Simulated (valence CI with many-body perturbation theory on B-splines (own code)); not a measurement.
**Sb19+: calculated level list**

Calculated by valence CI with perturbative core correlation (CI+MBPT): four valence electrons over a frozen Dirac-Fock core [Ar] 3d10, a basis of 11 s, 11 p, 10 d, 8 f, 5 g, 2 h functions for each j, with the one-electron correlation potential Σ1 (screened to all orders), the two-electron term Σ2, the three-electron term Σ3, Breit, model QED; selected single and double excitations, second order for the rest, scaled by the run's own slope (own B-spline code, finite nucleus).

No measured spectrum was set against this ion. As an estimate, levels hold to about 250 cm⁻¹ or 0.2 % of their energy and the worst to 1 %, as in measured heavy ions of charge 2 to 7; those with d or f electrons hold less well. Among the levels kept, up to 540 cm⁻¹ of a level comes from second order outside the variational space, and about a tenth of that is noise between levels of different J, which matters for small intervals.

Levels 1 to 45 of 185, with energies above the lowest level, (4s^2 4p1/2^2) J=0. "Leading %" is the weight of the configuration and term that name the level; weights of strongly mixed levels are sums over their largest components and can fall short. In the jj column 3d3/2^4 stands for four electrons in 3d with j = 3/2. Lifetimes count E1, E2, E3, M1 and M2 decay at the calculated energies, and are blank where another channel may lead or the interval is too uncertain; long ones can be off by a factor of two.

| No. | Configuration | Term | J | E (cm⁻¹) | Leading % | Leading jj | Lifetime | g |
| --- | --- | --- | --- | --- | --- | --- | --- | --- |
| 1 | 4s2 4p2 | 3P | 0 | 0 | 79 | 4s^2 4p1/2^2 (96 %) |  |  |
| 2 | 4s2 4p2 | 3P | 1 | 77592 | 98 | 4s^2 4p1/2 4p3/2 (98 %) | 148 μs | 1.500 |
| 3 | 4s2 4p2 | 1D | 2 | 95021 | 51 | 4s^2 4p1/2 4p3/2 (96 %) | 14.0 ms | 1.241 |
| 4 | 4s2 4p2 | 3P | 2 | 186340 | 51 | 4s^2 4p3/2^2 (96 %) | 59.6 μs | 1.257 |
| 5 | 4s2 4p2 | 1S | 0 | 229540 | 78 | 4s^2 4p3/2^2 (95 %) | 26.4 μs |  |
| 6 | 4s 4p3 | 5S° | 2 | 414950 | 72 | 4s 4p1/2^2 4p3/2 (71 %) | 539 ps | 1.840 |
| 7 | 4s 4p3 | 3D° | 1 | 482030 | 61 | 4s 4p1/2^2 4p3/2 (73 %) | 48.4 ps | 0.819 |
| 8 | 4s 4p3 | 3D° | 2 | 504160 | 61 | 4s 4p1/2 4p3/2^2 (76 %) | 131 ps | 1.363 |
| 9 | 4s 4p3 | 3D° | 3 | 530680 | 94 | 4s 4p1/2 4p3/2^2 (94 %) | 151 ps | 1.332 |
| 10 | 4s 4p3 | 3P° | 0 | 568150 | 95 | 4s 4p1/2 4p3/2^2 (95 %) | 47.9 ps |  |
| 11 | 4s 4p3 | 3P° | 1 | 579410 | 62 | 4s 4p1/2 4p3/2^2 (80 %) | 33.2 ps | 1.294 |
| 12 | 4s 4p3 | 1D° | 2 | 585840 | 40 | 4s 4p1/2 4p3/2^2 (64 %) | 34.1 ps | 1.199 |
| 13 | 4s 4p3 | 3S° | 1 | 629250 | 51 | 4s 4p1/2 4p3/2^2 (77 %) | 7.79 ps | 1.546 |
| 14 | 4s 4p3 | 3P° | 2 | 655700 | 38 | 4s 4p3/2^3 (67 %) | 48.9 ps | 1.235 |
| 15 | 4s2 4p 4d | 3F° | 2 | 698070 | 82 | 4s^2 4p1/2 4d3/2 (80 %) | 36.2 ps | 0.732 |
| 16 | 4s 4p3 | 1P° | 1 | 730380 | 48 | 4s 4p3/2^3 (75 %) | 8.17 ps | 1.328 |
| 17 | 4s2 4p 4d | 3F° | 3 | 733240 | 85 | 4s^2 4p1/2 4d5/2 (76 %) | 37.9 ps | 1.098 |
| 18 | 4s2 4p 4d | 3P° | 2 | 756580 | 47 | 4s^2 4p1/2 4d5/2 (86 %) | 6.46 ps | 1.273 |
| 19 | 4s2 4p 4d | 3D° | 1 | 765340 | 56 | 4s^2 4p1/2 4d3/2 (86 %) | 3.86 ps | 0.832 |
| 20 | 4s2 4p 4d | 3F° | 4 | 801530 | 98 | 4s^2 4p3/2 4d5/2 (98 %) | 133 μs | 1.249 |
| 21 | 4s2 4p 4d | 1D° | 2 | 825840 | 42 | 4s^2 4p3/2 4d3/2 (63 %) | 4.97 ps | 1.047 |
| 22 | 4s2 4p 4d | 3P° | 0 | 835920 | 94 | 4s^2 4p3/2 4d3/2 (94 %) | 5.64 ps |  |
| 23 | 4s2 4p 4d | 3D° | 3 | 842700 | 69 | 4s^2 4p3/2 4d3/2 (48 %) | 4.20 ps | 1.258 |
| 24 | 4s2 4p 4d | 3P° | 1 | 843500 | 65 | 4s^2 4p3/2 4d3/2 (82 %) | 4.89 ps | 1.205 |
| 25 | 4s2 4p 4d | 3P° | 2 | 855070 | 43 | 4s^2 4p3/2 4d5/2 (65 %) | 5.29 ps | 1.304 |
| 26 | 4s2 4p 4d | 1F° | 3 | 899020 | 80 | 4s^2 4p3/2 4d5/2 (62 %) | 3.72 ps | 1.058 |
| 27 | 4s2 4p 4d | 1P° | 1 | 912690 | 78 | 4s^2 4p3/2 4d5/2 (80 %) | 5.30 ps | 0.968 |
| 28 | 4p4 | 3P | 2 | 947540 | 58 | 4p1/2^2 4p3/2^2 (80 %) | 24.6 ps | 1.359 |
| 29 | 4p4 | 3P | 0 | 992440 | 47 | 4p1/2^2 4p3/2^2 (79 %) | 18.3 ps |  |
| 30 | 4s 4p2 4d | 5F | 1 | 1019900 | 66 | 4s 4p1/2^2 4d3/2 (68 %) | 156 ps | 0.369 |
| 31 | 4s 4p2 4d | 5F | 2 | 1031400 | 58 | 4s 4p1/2^2 4d3/2 (48 %) | 102 ps | 1.139 |
| 32 | 4p4 | 3P | 1 | 1034800 | 69 | 4p1/2 4p3/2^3 (69 %) | 20.9 ps | 1.321 |
| 33 | 4p4 | 1D | 2 | 1044700 | 52 | 4p1/2 4p3/2^3 (73 %) | 28.0 ps | 1.133 |
| 34 | 4s 4p2 4d | 5F | 3 | 1053400 | 50 | 4s 4p1/2^2 4d5/2 (58 %) | 60.6 ps | 1.354 |
| 35 | 4s 4p2 4d | 5D | 0 | 1086600 | 92 | 4s 4p1/2 4p3/2 4d3/2 (92 %) | 244 ps |  |
| 36 | 4s 4p2 4d | 5D | 1 | 1091100 | 78 | 4s 4p1/2 4p3/2 4d3/2 (81 %) | 71.2 ps | 1.357 |
| 37 | 4s 4p2 4d | 5D | 2 | 1092000 | 44 | 4s 4p1/2 4p3/2 4d3/2 (78 %) | 57.6 ps | 1.223 |
| 38 | 4s 4p2 4d | 5F | 4 | 1095400 | 74 | 4s 4p1/2 4p3/2 4d5/2 (82 %) | 1.84 ns | 1.370 |
| 39 | 4s 4p2 4d | 5F | 3 | 1096400 | 37 | 4s 4p1/2 4p3/2 4d3/2 (67 %) | 57.7 ps | 1.285 |
| 40 | 4s 4p2 4d | 3F | 2 | 1111400 | 63 | 4s 4p1/2 4p3/2 4d5/2 (27 %) | 27.6 ps | 0.885 |
| 41 | 4s 4p2 4d | 5D | 4 | 1114100 | 45 | 4s 4p1/2 4p3/2 4d3/2 (45 %) | 656 ps | 1.359 |
| 42 | 4s 4p2 4d | 5F | 5 | 1125200 | 79 | 4s 4p1/2 4p3/2 4d5/2 (77 %) | 839 ps | 1.358 |
| 43 | 4s 4p2 4d | 3F | 3 | 1143000 | 49 | 4s 4p1/2 4p3/2 4d5/2 (64 %) | 11.4 ps | 1.307 |
| 44 | 4s 4p2 4d | 3P | 2 | 1145200 | 44 | 4s 4p1/2 4p3/2 4d5/2 (63 %) | 11.1 ps | 1.306 |
| 45 | 4p4 | 1S | 0 | 1159600 | 42 | 4p3/2^4 (62 %) | 23.5 ps |  |

The ionisation energy to 4s2 4p 2P°_1/2 of the next ion comes out as 553.01 eV (NIST: 552 ± 4 eV (theoretical)). All 185 levels together are meant to be complete up to 1834200 cm⁻¹.
